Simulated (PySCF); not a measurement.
Removal energies of Zn¹²⁺ from EOM-IP-GCCSD

Reference: closed-shell Zn¹²⁺, [Ar]; one electron is removed. Calculated with PySCF 2.14, two-component X2C-1e with screened spin-orbit coupling, an even-tempered Gaussian basis (19 s from 0.27 bohr⁻², ratio 2.6; 14 p from 0.35 bohr⁻², ratio 2.6; 6 d from 0.36 bohr⁻², ratio 2.8; 3 f from 11 bohr⁻², ratio 2.8); frozen [Ne]; the 58 highest virtual spinors dropped; of the others 50 kept and the rest restored at second order. No Breit or QED terms. Binding energies in eV.

| level | Koopmans | second order | EOM-CCSD |
| --- | --- | --- | --- |
| 3s1/2 | 477.00 | 469.20 | 466.44 |
| 3p1/2 | 422.01 | 421.94 | 422.04 |
| 3p3/2 | 417.55 | 417.54 | 417.66 |

In EOM-CCSD the overlap with the one-orbital guess is low for 3s1/2 (weight 0.79). That can mean mixing with two-hole, one-particle states, where second order and EOM-CCSD lose accuracy, or only a rotation among the degenerate components of the shell; the terms of those configurations are not listed.

For comparison, the ionisation energy of Zn¹²⁺ is 417.6 ± 1.2 eV (semi-empirical (NIST evaluation); NIST Atomic Spectra Database, ionization energies).
